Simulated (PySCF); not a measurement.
## He+ (helium, charge +1) across methods

2p1, 2P determinant (an excited configuration). Calculation: PySCF 2.14, in aug-cc-pVDZ-DK; the spin-free X2C one-electron Hamiltonian (Gaussian nucleus).

```json
{"method": "HSE06", "E (hartree)": "-0.4867", "mean ε 2p α (eV)": "-9.515", "Σ⟨r²⟩ (bohr²)": "4.620", "⟨S²⟩": "0.750"}
{"method": "PBEsol", "E (hartree)": "-0.4830", "mean ε 2p α (eV)": "-8.687", "Σ⟨r²⟩ (bohr²)": "4.628", "⟨S²⟩": "0.750"}
{"method": "UHF", "E (hartree)": "-0.46235", "mean ε 2p α (eV)": "-12.581", "Σ⟨r²⟩ (bohr²)": "4.616", "⟨S²⟩": "0.750"}
{"method": "PBE0", "E (hartree)": "-0.4866", "mean ε 2p α (eV)": "-9.920", "Σ⟨r²⟩ (bohr²)": "4.620", "⟨S²⟩": "0.750"}
{"method": "r2SCAN", "E (hartree)": "-0.4852", "mean ε 2p α (eV)": "-9.093", "Σ⟨r²⟩ (bohr²)": "4.623", "⟨S²⟩": "0.750"}
{"method": "BLYP", "E (hartree)": "-0.4936", "mean ε 2p α (eV)": "-8.804", "Σ⟨r²⟩ (bohr²)": "4.607", "⟨S²⟩": "0.750"}
{"method": "r2SCANh", "E (hartree)": "-0.4829", "mean ε 2p α (eV)": "-9.441", "Σ⟨r²⟩ (bohr²)": "4.622", "⟨S²⟩": "0.750"}
{"method": "PBE", "E (hartree)": "-0.4924", "mean ε 2p α (eV)": "-8.938", "Σ⟨r²⟩ (bohr²)": "4.620", "⟨S²⟩": "0.750"}
```

Estimate the same row for LDA.

E (hartree) = -0.4697; mean ε 2p α (eV) = -8.390; Σ⟨r²⟩ (bohr²) = 4.638; ⟨S²⟩ = 0.750.

For one electron the Hartree and exchange-correlation energies should cancel; what remains is the self-interaction error. The outer electron is Rydberg-like, and this basis confines it to a smaller radius and binds it less than a complete one would.
